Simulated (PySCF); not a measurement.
**Energy of Ag⁻ (silver, charge -1) between two integer charges**

The 5s beta orbital of [Kr] 4d10 5s2 is emptied in steps (occupation f), with all orbitals relaxed, ending at [Kr] 4d10 5s1. Computed with PySCF 2.14 in aug-cc-pVTZ-PP with ECP28MDF, with scalar relativity through the core potential. The exact energy is a straight line in f; departures are measured from the line between the end points of the same method.

```tsv
f	LDA (eV)	PBE (eV)
1	0.000	0.000
0.75	-0.476	-0.454
0.5	-0.656	-0.628
0.25	-0.505	-0.485
0	0.000	0.000
```

| method | E(f=0) − E(f=1) (eV) | −ε at f=1 (eV) | −ε at f=0.5 (eV) |
| --- | --- | --- | --- |
| LDA | 1.660 | -0.779 | 1.584 |
| PBE | 1.395 | -0.932 | 1.314 |

Orbital energy along the path (eV):

```json
{"f": "1", "LDA": "0.779", "PBE": "0.932"}
{"f": "0.75", "LDA": "-0.321", "PBE": "-0.114"}
{"f": "0.5", "LDA": "-1.584", "PBE": "-1.314"}
{"f": "0.25", "LDA": "-2.960", "PBE": "-2.637"}
{"f": "0", "LDA": "-4.408", "PBE": "-4.031"}
```

At f = 1 the orbital energy is positive for LDA, PBE: only the finite basis holds the electron.

Reference removal energy between the ground levels: 1.304 eV (measured; photodetachment measurements, as compiled on the Wikipedia data page of electron affinities).
